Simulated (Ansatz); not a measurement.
`CC(C)O[SiH3]` + `F[CH2][InH2]` → `C[CH](F)[InH2]` + `CCO[SiH3]` at 500 K and 1 bar (formal exchange of groups at a C–C bond).

Gas-phase electronic energies from Ansatz, PBE0-D4/def2-TZVP geometries. CBS: MP2 limit from def2 TZ/QZ plus the TZ coupled-cluster correction, frozen cores. def2 core potentials past Kr. For In outer-core shells are correlated without core-valence functions, which leaves a few kJ/mol of doubt a bond. Each species was taken in one conformer, which may not be the lowest.

| species | CCSD(T)/CBS energy (Eh) | H − E (kJ/mol) | S (J/(mol·K)) |
| --- | --- | --- | --- |
| `CC(C)O[SiH3]` | -484.46277 | 377.0 | 437.0 |
| `F[CH2][InH2]` | -330.00580 | 139.9 | 360.1 |
| `C[CH](F)[InH2]` | -369.27081 | 223.3 | 411.8 |
| `CCO[SiH3]` | -445.19614 | 294.4 | 391.1 |

H − E and S are ideal-gas, rigid-rotor, harmonic terms from PBE0-D4/def2-TZVP, for one conformer and one mirror image of each species. 1 Eh = 2625.50 kJ/mol, R = 8.31446 J/(mol·K).

Question: By hand: ΔE, ΔH, ΔS and ΔG.

Answer: ΔE = (-369.27081) + (-445.19614) − (-484.46277) − (-330.00580) = 0.00162 Eh = 4.3 kJ/mol. Δ(H − E) = 223.3 + 294.4 − 377.0 − 139.9 = 0.8, so ΔH = 5.1 kJ/mol. ΔS = 411.8 + 391.1 − 437.0 − 360.1 = 5.8 J/(mol·K). ΔG = 5.1 − 500 × (5.8)/1000 = 2.2 kJ/mol.

Question: By hand: the equilibrium constant, and the temperature at which ΔG would vanish if ΔH and ΔS stayed fixed.

Answer: log₁₀ K = −ΔG/(RT ln 10) = -0.2. ΔG = 0 at ΔH/ΔS = 879 K, though so small a ΔH makes that figure unsure.

TΔS isn't small against ΔH here. The sign of ΔG lies within the doubt. A doubt of 5 kJ/mol in ΔE shifts log₁₀ K by 0.5 here. Other conformers and mirror images would add mixing entropy, several J/(mol·K) or more a flexible species. Modes under 60 cm⁻¹, often nearly free rotors, make the harmonic entropy too high. These are equilibria of isolated gas molecules and say nothing of rates. Largest T1 diagnostic: 0.013 (customary marks: 0.02 for closed shells, 0.045 for open ones).
